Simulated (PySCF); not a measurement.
CH₄F₃P₃Si.
Bonds: F1–C2, C2–F3, C2–F4, C2–P5, P5–P6, P6–P7, P7–Si8, P5–P7. Hydrogens: H9 on P6; H10, H11, H12 on Si8.

Method: PBE0-D3(BJ)/def2-SVP geometry optimisation, gas phase (PySCF 2.14.0).

Entries marked ? are missing. Bonds in one row agree within 0.01 Å.

```json
{"coordinate": "F1–C2, C2–F3, C2–F4", "value": "1.333 Å"}
{"coordinate": "C2–P5", "value": "1.905 Å"}
{"coordinate": "P5–P6", "value": "?"}
{"coordinate": "P6–P7", "value": "2.234 Å"}
{"coordinate": "P7–Si8", "value": "?"}
{"coordinate": "P5–P7", "value": "?"}
{"coordinate": "P6–H9", "value": "1.434 Å"}
{"coordinate": "Si8–H10, Si8–H11, Si8–H12", "value": "1.494 Å"}
{"coordinate": "F1–C2–F3", "value": "?"}
{"coordinate": "F1–C2–P5", "value": "109.3°"}
{"coordinate": "F3–C2–P5", "value": "114.9°"}
{"coordinate": "C2–P5–P6", "value": "97.5°"}
{"coordinate": "C2–P5–P7", "value": "97.9°"}
{"coordinate": "P6–P5–P7", "value": "60.6°"}
{"coordinate": "P5–P6–P7", "value": "59.6°"}
{"coordinate": "P6–P7–Si8", "value": "100.0°"}
{"coordinate": "P5–P7–P6", "value": "?"}
{"coordinate": "P5–P7–Si8", "value": "?"}
```

Task: Estimate the withheld lengths and angles.

Result: 
- P5–P6 = 2.216 Å, drawn aromatic (both ends ring phosphorus); 0.08 Å above the sum of covalent radii, 2.14 Å.
- P7–Si8 = 2.274 Å, drawn single (ring phosphorus to SiH3 silicon); 0.09 Å above the sum of covalent radii, 2.18 Å.
- P5–P7 = 2.213 Å, drawn aromatic (both ends ring phosphorus); 0.07 Å above the sum of covalent radii, 2.14 Å.
- F1–C2–F3 = 107.7°, at the CF3 carbon; the outer atoms are 2.152 Å apart.
- P5–P7–P6 = 59.8°, at the ring phosphorus, inside a 3-membered ring; the outer atoms are 2.216 Å apart.
- P5–P7–Si8 = 93.7°, at the ring phosphorus; the outer atoms are 3.273 Å apart.

Radii are Cordero's.

No PBE0-D3(BJ)/def2-SVP frequencies stand behind this structure, so it isn't proved a minimum.

Conformer computed: `[F:1][C:2]([F:3])([F:4])[p:5]1[pH:6][p:7]1[SiH3:8]`: F1–C2–P5–P6 150°.
